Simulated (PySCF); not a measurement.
H₃ISiZn (SMILES [SiH3][Zn][I]), singlet, at a GFN2-xTB geometry (such geometries of metal compounds can be far from the true shape) (core potentials on I).

Here is a job for PySCF.
```python
from pyscf import gto, scf, dft

mol = gto.M(
    atom='''
Zn    0.985373    0.434981   -0.926368
I     2.732521    1.173682   -2.611024
Si   -0.651511   -0.270023    0.626301
H    -1.396069   -1.434322    0.143232
H    -1.634947    0.779033    0.900728
H    -0.061603   -0.646506    1.912035
''',
    basis='def2-svpd',
    ecp={'I': 'def2-svpd'},
    charge=0,
    spin=0,
    verbose=4,
    max_memory=1800,
)

mf = dft.RKS(mol)
mf.xc = 'pbe'
mf = mf.density_fit(auxbasis='def2-universal-jkfit')
mf.kernel()
```

### Question
What does this run give for the HOMO-LUMO gap, Mulliken (on the basis functions themselves) charges in atom order, dipole moment, number of basis functions, HOMO energy, total energy?

### Answer

The HOMO-LUMO gap is 4.39 eV and the Mulliken (on the basis functions themselves) charges in atom order comes out as Zn1 0.44, I2 -0.42, Si3 -0.81, H4 0.27, H5 0.27, H6 0.27. The dipole moment is 1.95 D and the number of basis functions is 117. The HOMO energy comes out as -6.40 eV and the total energy is -2367.6597 Eh.

### Question
Roughly what does it cost on one core?

### Answer
very roughly 21 core-seconds.
